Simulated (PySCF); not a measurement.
A structure optimised at PBE-D3(BJ)/def2-SVP, used in a PySCF frequency run:

```
C
C 1 1.3487
H 1 1.1022 2 115.95
C 1 1.4953 3 118.07 2 180.00
H 4 1.1058 1 111.76 3 180.00
H 4 1.1111 5 108.49 1 -122.34
H 4 1.1111 5 108.49 6 -115.31
Cl 2 1.7379 1 123.76 3 180.00
Br 2 1.9020 1 121.90 3 0.00
```

Question: Write its SMILES, formula and point group.

Answer: C/C=C(\Cl)Br, C₃H₄BrCl, Cs

Question: What are its rotational constants (standard atomic weights)?

Answer: 3.7959, 1.4486, 1.0555 GHz
